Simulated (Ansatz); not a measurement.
Coupled-cluster diagnostics for [SiF3]- (SiF₃⁻), Ansatz.

Geometry of the singlet (PBE-D4/def2-TZVPD):

Cartesian coordinates in Å:
```
Si 0.6162 -0.1581 -0.0020
F 0.1292 1.3494 0.6007
F -0.4983 -1.1000 0.8603
F -0.2471 -0.0914 -1.4590
```

Correlated methods freeze 8 core orbitals.

Q: Estimate the CCSD(T) correlation energy, the shares of MP2 and (T), T1 and the reference's ⟨S²⟩ for: charge -1, singlet, own geometry in def2-TZVPPD; charge 0, doublet, vertical in def2-TZVPPD; and the rough time on 4 threads of Arm Neoverse V2 on a shared host.

A: 
```tsv
state	basis	correlation (eV)	MP2 share (%)	(T) share (%)	T1	⟨S²⟩ (pure)	wall time
charge -1, singlet, own geometry	def2-TZVPPD	-24.942	96.5	3.1	0.015	0.00 (0.00)	19 s
charge 0, doublet, vertical	def2-TZVPPD	-24.031	97.0	3.1	0.017	0.75 (0.75)	74 s
```
Customary marks for T1 are 0.02 (closed shells), 0.045 (open shells) and about 0.05 (3d metals). T1 stays under 0.02 throughout.
